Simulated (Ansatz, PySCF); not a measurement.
Bond stretch in MgC, lowest singlet found (which spin is the ground state isn't settled by this scan). Each curve is given relative to its own lowest point between 1.89 and 2.60 Å, where full CI is lowest.

| R / Å | A | B | C |
|---|---|---|---|
| 1.89 | 32.6 | 32.8 | 61.7 |
| 1.99 | 9.9 | 10.0 | 33.0 |
| 2.04 | 4.0 | 4.1 | 23.4 |
| 2.14 | 0.0 | 0.0 | 10.8 |
| 2.19 | 1.0 | 1.0 | 6.9 |
| 2.24 | 3.5 | 3.5 | 4.1 |
| 2.35 | 12.7 | 12.8 | 0.8 |
| 2.44 | 22.6 | 23.0 | 0.0 |
| 2.60 | 41.6 | 43.7 | 0.5 |
| 2.76 | 59.3 | 64.4 | 2.0 |
| 2.92 | 74.0 | 82.9 | 3.6 |
| 3.16 | 89.3 | 104.0 | 5.4 |
| 3.49 | 100.5 | 120.7 | 7.0 |

Energies in kJ/mol.

Which curve belongs to which method? The methods are CCSD on RHF/aug-cc-pVDZ, frozen core in Ansatz (an electronic-structure program); CCSDT on RHF/aug-cc-pVDZ, frozen core (Ansatz); restricted Hartree-Fock/LANL2DZ, with its core potentials past Ne (PySCF).

A is RCCSD; B is RCCSDT; C is RHF/LANL2DZ.

The scan ran from 1.57 to 7.42 Å; beyond the distances shown full CI changes its symmetry label. The restricted form behind RHF/LANL2DZ keeps the bonding electrons paired and can't separate into open-shell fragments. The T1 diagnostic of CCSD on the restricted reference of RCCSD, RCCSDT exceeds 0.045 at 1.89 to 2.92 Å. At the minimum RCCSD lies far from FCI: another state is possible.
